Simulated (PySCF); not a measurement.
**Worked example: oscillator strength and radiative lifetime**

CH8FNOSi2, SMILES F[Si@H](N)[SiH2]OC.

The structure is a stationary point at PBE0-D3(BJ)/def2-SVP. The structure was generated by enumeration; whether it is a known compound was not checked. Other conformers were not sampled.

TDDFT-ωB97X/def2-SVPD (PySCF) puts the first singlet state with f over 0.02 at 6.71 eV (vertical), with the transition dipole (-0.161, -0.057, 0.316) in atomic units.

**Question.** Find the oscillator strength, the wavelength and the radiative lifetime that this transition would have in vacuum if emission retraced absorption.

**Answer.** 
|μ|² = 0.1290 au, so |μ| = 0.91 D. ΔE = 6.71/27.211 = 0.2466 hartree. f = (2/3) ΔE |μ|² = 0.021 (the program prints 0.021).
λ = 1239.84/6.71 = 185 nm; ν = 54120 cm⁻¹.
Einstein's coefficient A = 0.6670 ν² f s⁻¹ (ν in cm⁻¹) = 4.1e7 s⁻¹, so τ = 1/A = 24 ns. This state is S1. The figure is the radiative limit of this one transition; relaxation, internal conversion, crossing to triplets and a medium change what is measured.
